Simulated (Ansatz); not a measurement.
Geometry optimisation, RKS PBE-D4/def2-SVP in Ansatz.

The input (input.yaml):

```yaml
crystal:
  periodic: [false, false, false]
  atoms:
    - { symbol: B, position_ang: [-0.04101, 0.399952, -0.024157] }
    - { symbol: F, position_ang: [0.124534, 1.013303, 1.13836] }
    - { symbol: F, position_ang: [1.015977, 0.027704, -0.738544] }
    - { symbol: F, position_ang: [-1.258167, 0.256637, -0.532003] }
    - { symbol: Si, position_ang: [0.130565, -2.542182, 1.093977] }
    - { symbol: H, position_ang: [-0.568673, -2.824285, -0.203094] }
    - { symbol: H, position_ang: [1.58364, -2.898782, 0.981625] }
    - { symbol: H, position_ang: [-0.518043, -3.315638, 2.206488] }
    - { symbol: H, position_ang: [0.015477, -1.101108, 1.404749] }
basis:
  gaussian: { orbitals: def2-SVP }
hamiltonian:
  xc: pbe
  dispersion: d4
relax:
  f_tol: 0.03
  max_steps: 50
```

Command:

```bash
$ ansatz run input.yaml --threads 2 --pin off --max-ram 3072MiB --backend cpu --events-out ev --progress --plain --runs-dir out
```

Where does it end, and by what steps?

It converged. After 8 steps the energy has fallen by 0.098 eV; F2 moved furthest, 0.43 Å.

```csv
step,energy less start (eV),largest force component (eV/Å),accepted
0,0.0000,0.612,yes
1,-0.0621,0.528,yes
2,-0.0475,0.900,no
3,-0.0773,0.483,yes
4,-0.0862,0.390,yes
5,-0.0931,0.169,yes
6,-0.0948,0.107,yes
7,-0.0972,0.051,yes
8,-0.0975,0.008,yes
```

```xyz
9
Properties=species:S:1:pos:R:3
B -0.048 0.572 -0.119
F 0.145 1.378 0.913
F 0.989 0.004 -0.720
F -1.272 0.360 -0.577
Si 0.136 -2.668 1.161
H -0.565 -2.769 -0.162
H 1.596 -2.974 0.995
H -0.486 -3.620 2.141
H -0.012 -1.267 1.695
```

Whether the end is a true minimum wasn't checked by a vibrational analysis.

Time of the run: 15 s on 2 threads of Arm Neoverse V1, on a shared host, peak memory 0.12 GiB.
